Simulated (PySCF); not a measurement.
# Spinor energies of Te²⁺ (tellurium, charge +2)

Start: [Kr] 4d10 5s1 5p3; 5s1/2 filled at m_j = +1/2; 5p3/2 filled at m_j = -1/2, +1/2, +3/2. Calculated with PySCF 2.14 in x2c-TZVPall-2c with one added diffuse shell each of s, p, d, f type (9s10p6d3f, 90 functions): generalised Hartree-Fock with the X2C-1e Hamiltonian and a Gaussian nucleus; one run each with spin-orbit coupling (SO) switched off, then screened by Boettger's factors. This is a chosen level, not necessarily the ground level.

| spinor shell | electrons | ε, spin-free (eV) | ε, screened SO (eV) | weight of nominal j (screened SO) | rms radius, screened SO (bohr) |
| --- | --- | --- | --- | --- | --- |
| 1s1/2 | 2 | -31993.5 | -31990.1 | 1.000 | 0.0318 |
| 2s1/2 | 2 | -5021.0 | -5020.1 | 1.000 | 0.130 |
| 2p1/2 | 2 | -4502.4 | -4693.1 | 1.000 | 0.112 |
| 2p3/2 | 4 | -4502.4 | -4416.1 | 1.000 | 0.117 |
| 3s1/2 | 2 | -1057.3 | -1057.0 | 1.000 | 0.343 |
| 3p1/2 | 2 | -884.72 | -921.31 | 1.000 | 0.336 |
| 3d3/2 | 4 | -624.22 | -630.59 | 1.000 | 0.320 |
| 3d5/2 | 6 | -624.22 | -619.67 | 1.000 | 0.323 |
| 4s1/2 | 2 | -213.62 | -213.52 | 1.000 | 0.815 |
| 4p1/2 | 2 | -157.75 | -164.77 | 0.998 | 0.858 |
| 4p3/2 | 4 | -157.75 | -154.48 | 0.999 | 0.886 |
| 4d3/2 | 4 | -73.439 | -74.427 | 0.953 | 1.04 |
| 4d5/2 | 6 | -73.439 | -72.679 | 0.968 | 1.04 |
| 5s1/2 | 1 | -42.808 | -42.752 | 1.000 | 2.12 |
| 5p3/2 | 3 | -28.906 | -28.927 | 0.616 | 2.45 |

(1) Where does 3p3/2 lie, and what is the 3p spin-orbit splitting (screened SO)?

```json
{"quantity": "E (hartree)", "spin-free": "-6788.80551", "screened SO": "-6790.69416"}
{"quantity": "M_J", "spin-free": "2", "screened SO": "2"}
{"quantity": "⟨J²⟩", "spin-free": "6.003", "screened SO": "6.003"}
{"quantity": "⟨L²⟩", "spin-free": "0.000", "screened SO": "0.048"}
{"quantity": "⟨S²⟩", "spin-free": "6.003", "screened SO": "5.967"}
```

Each row is a mean over spinors that exchange with the open shell spreads, by up to 1.243 eV (4s1/2).

Rows whose weight is well below 1 are mixtures of j = l ± 1/2: exchange outweighs spin-orbit coupling there, and the label is only the starting occupation.

Breit and QED terms are absent; they matter most for the inner s and p1/2 levels.

Densities and radii are taken from the X2C orbitals without a picture-change correction, which distorts them close to the nucleus.

Without spin-orbit coupling the j labels of p, d and f shells carry no meaning; the spin-free column gives the mean over the occupied spinors of each nl shell.

## Answers

(1) At -868.00 eV, 53.303 eV above 3p1/2.
